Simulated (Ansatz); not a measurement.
Consider the adduct formation: `[CH3][Al]([Cl])[Cl]` + H₂S → `[CH3][Al-]([SH2+])([Cl])[Cl]`.

Calculated with Ansatz (gas phase, PBE0-D4/def2-TZVP geometries, no zero-point term in ΔE). CCSD(T)/CBS is the MP2 limit (def2-TZVPP, def2-QZVPP) plus CCSD(T) − MP2 in def2-TZVPP, frozen cores. This one scheme is used for every species. Functionals use def2-TZVPP. B3LYP here is the variant with VWN-RPA as its local correlation; programs differ in this. One conformer a species, not always the lowest.

| level | ΔE (kJ/mol) |
| --- | --- |
| BLYP | -33.4 |
| B3LYP | -40.7 |
| CCSD/def2-SVP | -56.0 |
| CCSD/CBS(def2) | -56.7 |

(1) What does CCSD(T)/CBS give? (Estimate.)

Largest T1 diagnostic among the species: 0.009.

## Answers

(1) Computed: -60.5 kJ/mol. The listed levels differ from it by 27.1, 19.8, 4.5, 3.8 kJ/mol.

The D4 term adds −19.0 kJ/mol with B3LYP and −10.5 kJ/mol with PBE0; it sums over pairs of atoms, weighted by their polarisabilities, and B3LYP, whose exchange is more repulsive, gets the larger term. From BLYP to BHLYP (50 % exact exchange), in def2-TZVPP and without D4, ΔE moves by −13.0 kJ/mol.
